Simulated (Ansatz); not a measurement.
`OB[N]([InH2])[GeH2][SH]`, charge 0, multiplicity 1.

(1) Give a relaxed structure at PBE0-D4/def2-TZVP (Ansatz 0.2.0). (An estimate is asked.)

## Answers

(1) Computed: 
Z-matrix (Å, degrees):
```
In
Ge 1 3.138
S 1 2.799 2 45.2
N 1 2.140 2 33.8 3 155.5
H 1 1.714 2 101.8 3 -90.3
H 1 1.715 2 126.3 3 79.5
H 2 1.535 1 140.4 3 -83.6
H 2 1.537 1 106.8 3 93.8
H 3 1.345 1 92.7 2 93.2
B 4 1.409 1 132.5 2 -163.5
O 10 1.371 4 124.5 1 -12.8
H 10 1.207 4 121.1 1 167.0
H 11 0.961 10 114.1 4 0.9
```
This is one stationary point; other conformers may exist.
